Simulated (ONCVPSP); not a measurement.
## Plane-wave convergence, ONCV potential for Sn

Sn, optimised norm-conserving Vanderbilt (ONCV), made with ONCVPSP 4.0.1 (PBE, scalar-relativistic). Core [Kr] 4d10, reference 5s2 5p0.5 (charge +1.5). Waves: 5s: rc 1.85 bohr, ncon 4, nbas 7, qcut 2.9 1/bohr, 2 projectors, debl 2.5 Ha; 5p: rc 2.35 bohr, ncon 4, nbas 7, qcut 3.9 1/bohr, 1 projector. Local part: polynomial inside 1.20 bohr (lpopt 5, dvloc0 3 Ha). Core correction: none.

For each optimised wave give the share of its norm inside rc, the residual kinetic energy above qcut (Ha) and the cutoffs (Ha) for errors of 10, 1, 0.1 and 0.01 mHa per electron.

```json
{"wave": "5s", "norm inside rc": "0.314", "residual KE": "1.0e-02", "10 mHa": "4.2", "1 mHa": "11.9", "0.1 mHa": "26.2", "0.01 mHa": "31.4"}
{"wave": "s projector 2", "norm inside rc": "0.087", "residual KE": "9.1e-02", "10 mHa": "10.2", "1 mHa": "40.6", "0.1 mHa": "51.0", "0.01 mHa": "67.3"}
{"wave": "5p", "norm inside rc": "0.366", "residual KE": "1.3e-04", "10 mHa": "2.9", "1 mHa": "5.9", "0.1 mHa": "7.9", "0.01 mHa": "22.0"}
```

The occupied waves need 12 Ha and 26 Ha for 1 and 0.1 mHa. Note: ghosts flagged at negative energy: s at -35.2 eV, p at -16.1 eV; no localised positive-energy state flagged. A true bound ghost makes a file unfit for plane-wave use. 2 of 4 tests not solved or not reliable.
